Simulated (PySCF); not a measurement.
# Exact simulation of a proton spin system

Molecule: `InChI=1S/C6H7NO/c1-8-6-4-2-3-5-7-6/h2-5H,1H3`.

Bonds (- single, = double, # triple, : aromatic): C1-O2 1.410 Å, O2-C3 1.337 Å, C3:C4 1.407 Å, C4:C5 1.383 Å, C5:C6 1.401 Å, C6:C7 1.388 Å, C7:N8 1.335 Å, N8:C3 1.321 Å. C1 carries H9, H10, H11; C4 carries H12; C5 carries H13; C6 carries H14; C7 carries H15.

[PySCF 2.14.0 with density-fitted response routines: shieldings: GIAO B97-2/pcSseg-1; spin–spin couplings from B3LYP/pcJ-1 (spin–dipole term only in couplings to heteroatoms); PBE0-D3(BJ)/def2-SVP geometry; single conformer; gas phase; relativity neglected; equivalent nuclei averaged]

Chemical shifts δ = σref − σ; ¹H (31.38 ppm) vs TMS, all at this level.

The 4-spin Hamiltonian (Zeeman plus full scalar coupling among like nuclei) was diagonalised exactly; lines are Lorentzian, 0.5 Hz wide, and the maxima above 3 % are listed with the tallest set to 100.

Peak list at 600 MHz for the spins H12/H13/H14/H15:
Hz from δ = 0 (height): 4936.2 (48), 4935.2 (51), 4934.4 (52), 4933.5 (49), 4930.6 (50), 4929.7 (52), 4928.8 (52), 4927.9 (49), 4527.4 (44), 4525.7 (44), 4519.7 (47), 4518.2 (59), 4517.9 (59), 4516.5 (47), 4510.5 (47), 4508.7 (46), 4027.0 (51), 4026.4 (54), 4021.4 (50), 4020.8 (56), 4019.2 (51), 4018.6 (53), 4013.3 (95), 4012.9 (100), 4011.9 (57), 4004.1 (56), 4003.2 (74), 4002.6 (53)

Question: Extract the chemical shifts and coupling constants behind this pattern (give the signs of the calculation).

Answer: 
Shifts (ppm): H12 6.68, H13 7.53, H14 6.70, H15 8.22.
Couplings (Hz): H12–H13: 9.2; H12–H14: 0.6; H12–H15: 0.9; H13–H14: 7.8; H13–H15: 1.8; H14–H15: 5.6.
These are the parameters used. A line list fixes at most the relative signs, and those only where coupling is strong; other parameter sets or atom labellings may fit too, and couplings well below the line width leave little trace.

Unscaled 3J(H,H) at this level run about 10 % above measured values.
